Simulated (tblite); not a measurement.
Input of a run (GFN2-xTB geometry optimisation, gas phase (tblite 0.8.0)), started from a force field or distance geometry:
```
{"job": {"kind": "relax", "xc": "GFN2-xTB", "basis": "xTB"}, "charge": 0, "multiplicity": 1}
C     -1.882600     1.450300     0.857400
O     -1.131200     1.054700    -0.259500
C     -0.795900    -0.274000    -0.062000
C     -1.389800    -1.069600    -1.225600
O     -0.903000    -0.680100    -2.432300
Si     1.003100    -0.619800    -0.046100
N      1.160400    -2.407500     0.105100
O      1.842200     0.034500     1.309300
Si     2.679400     1.475000     0.908400
H     -2.201000     2.522500     0.792300
H     -1.360500     1.331400     1.816300
H     -2.853100     0.890900     0.935800
H     -1.247300    -0.615100     0.903100
H     -2.502000    -1.118000    -1.176700
H     -1.064300    -2.136800    -1.054400
H     -1.062200     0.285000    -2.609800
H      1.699400    -0.196600    -1.288600
H      0.488500    -2.680100     0.867000
H      0.862600    -2.860300    -0.772900
H      3.933900     1.233500     0.185500
H      2.934900     2.160400     2.208300
H      1.778100     2.238900     0.038500
```

Output (eV, eV/Å):
```
step      E/eV     max force
  0    -862.39484    3.588
  1    -862.86251    1.594
  2    -862.99802    0.683
  3    -863.05059    0.649
  4    -863.10495    0.627
  5    -863.14623    0.522
  6    -863.18849    0.551
  7    -863.22888    0.459
  8    -863.26741    0.521
  9    -863.30109    0.360
 10    -863.33302    0.416
 11    -863.36352    0.478
 12    -863.39620    0.461
 13    -863.43126    0.498
 14    -863.46355    0.504
 15    -863.48963    0.414
 16    -863.51017    0.279
 17    -863.52405    0.221
 18    -863.53379    0.238
 19    -863.54235    0.211
 20    -863.55040    0.203
 21    -863.55905    0.218
 22    -863.56837    0.217
 23    -863.57741    0.239
 24    -863.58524    0.219
 25    -863.59222    0.181
 26    -863.59845    0.198
 27    -863.60384    0.171
 28    -863.60835    0.137
 29    -863.61182    0.140
 30    -863.61459    0.171
 31    -863.61744    0.145
 32    -863.62099    0.116
 33    -863.62327    0.108
 34    -863.62506    0.118
 35    -863.62647    0.100
 36    -863.62813    0.080
 37    -863.63021    0.103
 38    -863.63250    0.134
 39    -863.63450    0.120
 40    -863.63607    0.086
 41    -863.63744    0.088
 42    -863.63876    0.103
 43    -863.63991    0.099
 44    -863.64089    0.081
 45    -863.64188    0.085
 46    -863.64300    0.099
 47    -863.64422    0.098
 48    -863.64534    0.080
 49    -863.64624    0.070
 50    -863.64705    0.081
 51    -863.64792    0.080
 52    -863.64880    0.077
 53    -863.64964    0.078
 54    -863.65046    0.069
 55    -863.65140    0.085
 56    -863.65256    0.087
 57    -863.65392    0.080
 58    -863.65521    0.081
 59    -863.65632    0.069
 60    -863.65735    0.082
 61    -863.65866    0.080
 62    -863.66029    0.087
 63    -863.66247    0.101
 64    -863.66436    0.100
 65    -863.66667    0.101
 66    -863.66823    0.103
 67    -863.67069    0.102
 68    -863.67255    0.136
 69    -863.67523    0.140
 70    -863.67733    0.120
 71    -863.67898    0.166
 72    -863.68032    0.201
 73    -863.68184    0.101
 74    -863.68369    0.112
 75    -863.68565    0.115
 76    -863.68827    0.167
 77    -863.69078    0.156
 78    -863.69280    0.184
 79    -863.69374    0.112
 80    -863.69543    0.100
 81    -863.69660    0.110
 82    -863.69828    0.081
 83    -863.69945    0.086
 84    -863.70176    0.105
 85    -863.70392    0.116
 86    -863.70471    0.204
 87    -863.70660    0.179
 88    -863.70791    0.086
 89    -863.70961    0.067
 90    -863.71182    0.085
 91    -863.71291    0.139
 92    -863.71407    0.112
 93    -863.71582    0.074
 94    -863.71748    0.211
 95    -863.71895    0.192
 96    -863.72057    0.122
 97    -863.72177    0.164
 98    -863.72322    0.122
 99    -863.72474    0.185
100    -863.72705    0.128
101    -863.72907    0.292
102    -863.73197    0.173
103    -863.73461    0.209
104    -863.73960    0.336
105    -863.74264    0.258
106    -863.74864    0.428
107    -863.75688    0.448
108    -863.76772    0.267
109    -863.77172    0.620
110    -863.78339    0.318
111    -863.78865    0.161
112    -863.79327    0.186
113    -863.79622    0.164
114    -863.80109    0.109
115    -863.80328    0.111
116    -863.80490    0.100
117    -863.80593    0.076
118    -863.80700    0.061
119    -863.80783    0.052
120    -863.80834    0.054
121    -863.80868    0.054
122    -863.80908    0.050
123    -863.80957    0.065
124    -863.81007    0.064
125    -863.81058    0.055
126    -863.81119    0.051
127    -863.81198    0.074
128    -863.81288    0.076
129    -863.81370    0.056
130    -863.81446    0.062
131    -863.81536    0.075
132    -863.81646    0.079
133    -863.81747    0.128
134    -863.81838    0.047
135    -863.81897    0.051
136    -863.81936    0.033
137    -863.81962    0.036
138    -863.81991    0.033
139    -863.82025    0.045
140    -863.82080    0.073
141    -863.82144    0.076
142    -863.82192    0.064
143    -863.82215    0.038
144    -863.82230    0.036
145    -863.82248    0.042
146    -863.82275    0.053
147    -863.82310    0.057
148    -863.82341    0.038
149    -863.82370    0.031
150    -863.82405    0.040
151    -863.82448    0.054
152    -863.82492    0.053
153    -863.82529    0.044
154    -863.82564    0.039
155    -863.82606    0.044
156    -863.82654    0.043
157    -863.82705    0.040
158    -863.82756    0.045
159    -863.82814    0.059
160    -863.82890    0.066
161    -863.82993    0.065
162    -863.83111    0.074
163    -863.83218    0.112
164    -863.83269    0.174
165    -863.83463    0.083
166    -863.83635    0.062
167    -863.83849    0.096
168    -863.83935    0.078
169    -863.84014    0.063
170    -863.84088    0.057
171    -863.84132    0.068
172    -863.84187    0.053
173    -863.84228    0.055
174    -863.84261    0.045
175    -863.84298    0.051
176    -863.84345    0.042
177    -863.84390    0.042
178    -863.84428    0.031
179    -863.84455    0.030
180    -863.84475    0.054
181    -863.84496    0.037
182    -863.84520    0.031
183    -863.84548    0.028
184    -863.84564    0.032
185    -863.84583    0.033
186    -863.84594    0.037
187    -863.84603    0.026
188    -863.84612    0.025
189    -863.84628    0.033
190    -863.84651    0.040
191    -863.84680    0.043
192    -863.84712    0.046
193    -863.84748    0.047
194    -863.84790    0.055
195    -863.84833    0.045
196    -863.84874    0.037
197    -863.84910    0.045
198    -863.84947    0.048
199    -863.84989    0.049
200    -863.85028    0.043
201    -863.85055    0.029
202    -863.85075    0.030
203    -863.85091    0.026
204    -863.85103    0.019
205    -863.85110    0.016
206    -863.85115    0.018
207    -863.85120    0.015
208    -863.85125    0.017
209    -863.85131    0.019
210    -863.85137    0.019
211    -863.85144    0.020
212    -863.85152    0.018
213    -863.85159    0.022
214    -863.85166    0.022
215    -863.85173    0.021
216    -863.85181    0.018
217    -863.85192    0.018
218    -863.85204    0.024
219    -863.85216    0.025
220    -863.85229    0.031
221    -863.85244    0.028
222    -863.85260    0.026
223    -863.85274    0.022
224    -863.85285    0.027
225    -863.85293    0.024
226    -863.85302    0.025
227    -863.85311    0.020
228    -863.85319    0.015
229    -863.85324    0.015
230    -863.85330    0.020
231    -863.85336    0.020
232    -863.85342    0.018
233    -863.85349    0.016
234    -863.85356    0.015
235    -863.85363    0.018
236    -863.85368    0.015
237    -863.85372    0.012
238    -863.85376    0.014
239    -863.85382    0.016
240    -863.85388    0.019
241    -863.85394    0.017
242    -863.85400    0.014
243    -863.85404    0.015
244    -863.85409    0.019
245    -863.85414    0.017
246    -863.85418    0.014
247    -863.85422    0.014
248    -863.85426    0.015
249    -863.85431    0.014
250    -863.85435    0.015
251    -863.85439    0.015
252    -863.85442    0.012
253    -863.85444    0.011
254    -863.85446    0.007
```

Problem. Summarise the run.

Solution. The energy falls by 33.7 kcal/mol over 254 L-BFGS steps, the largest force on an atom goes from 3.59 to 0.007 eV/Å, and the atoms move by 1.000 Å rms after alignment. The bond that changes most is Si6–O8 (oxygen-bound silicon to siloxane oxygen), which shortens by 0.099 Å. Bonds longer at the end by more than 0.005 Å: 3 of 21; shorter: 15. Among the angles that change most is Si6–O8–Si9, from 111.9° to 151.4°. Among the dihedrals that turn most is O8–Si6–N7–H18, from 76° to -47°. The energy never rose by more than 1e-5 eV on the way. The first step brought 32 % of the lowering.

Problem. What are the final bond lengths?

Solution. C1–O2 1.403 Å, O2–C3 1.429 Å, C3–C4 1.523 Å, C4–O5 1.410 Å, C3–Si6 1.907 Å, Si6–N7 1.719 Å, Si6–O8 1.624 Å, O8–Si9 1.617 Å, C1–H10 1.089 Å, C1–H11 1.097 Å, C1–H12 1.097 Å, C3–H13 1.096 Å, C4–H14 1.101 Å, C4–H15 1.091 Å, O5–H16 0.964 Å, Si6–H17 1.463 Å, N7–H18 1.008 Å, N7–H19 1.007 Å, Si9–H20 1.460 Å, Si9–H21 1.465 Å, Si9–H22 1.463 Å. Numbering counts from 1 in the input's order; the species is `OC[C@H](OC)[Si@@H](O[SiH3])N`.

On Arm Neoverse N1, one thread, on a shared host, this took 4.5 s of wall time.

Its GFN2-xTB frequencies are all real (lowest 19 cm⁻¹). One conformer, not necessarily the lowest. 3 starts were optimised and ended at 0.00, 1.42 and 3.72 kcal/mol (GFN2-xTB); the lowest of these is shown.

The numbers are calculated, not measured.
